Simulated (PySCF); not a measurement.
**Working out the electron affinity of Bi**

Bi⁻ [Xe] 4f14 5d10 6s2 6p4 (3P) → Bi [Xe] 4f14 5d10 6s2 6p3 (4S). All numbers are calculated (PySCF 2.14, scalar relativity through the core potential, in def2-TZVPPD with the def2 core potential (60 electrons) (7s5p4d2f, 56 functions)). Frozen: nothing. Energies in hartree (1 hartree = 27.21139 eV):

| part | Bi⁻ (lower) | Bi (upper) |
| --- | --- | --- |
| UHF | -213.582148 | -213.593796 |
| MP2 opposite-spin | -0.298301 | -0.278617 |
| MP2 same-spin | -0.173130 | -0.167997 |

Question: What does Hartree-Fock give?

Answer: (-213.593796) − (-213.582148) = -0.011648 hartree = -0.317 eV.

Question: What do MP2 and SCS-MP2 (6/5 opposite-spin, 1/3 same-spin) give?

Answer: The opposite-spin parts differ by 0.536 eV and the same-spin parts by 0.140 eV. MP2: -0.317 + (0.536) + (0.140) = 0.359 eV. SCS-MP2: -0.317 + 1.2 × (0.536) + (0.140)/3 = 0.373 eV.

Reference: 0.942 eV (measured; photodetachment measurements, as compiled on the Wikipedia data page of electron affinities), between the lowest levels; spin-orbit coupling is absent from the calculation.

What remains against the reference includes basis incompleteness and correlation beyond second order.
